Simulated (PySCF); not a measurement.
H4HfO2, SMILES [OH][HfH2][OH], multiplicity 1. Coordinates come from a PBE0-D3(BJ)/def2-TZVP optimisation. The spin state was assumed, not searched. The def2 effective core potentials stand for the cores of Hf; spin–orbit coupling is left out. One conformer was computed; it need not be the lowest.

All values below come from PBE0-D3(BJ)/def2-TZVP run with PySCF.

Harmonic wavenumbers (cm⁻¹): 152, 250, 264, 289, 327, 351, 526, 534, 617, 722, 731, 1678, 1712, 4009, 4012. Rotational constants (GHz): 12.85, 5.068, 3.899; symmetry number 2.

Problem. Work out the zero-point energy and the ideal-gas rigid-rotor harmonic-oscillator thermochemistry at 298.15 K and 1 atm.

Solution. ZPE = ½ Σ hcν = ½ × 16174 cm⁻¹ = 23.12 kcal/mol. H − E(el) = 27.71 kcal/mol. Entropy in cal/(mol K): translation 41.99, rotation 23.27, vibration 12.08, total 77.35. G − E(el) = 4.65 kcal/mol. Cp = 23.23 cal/(mol K).
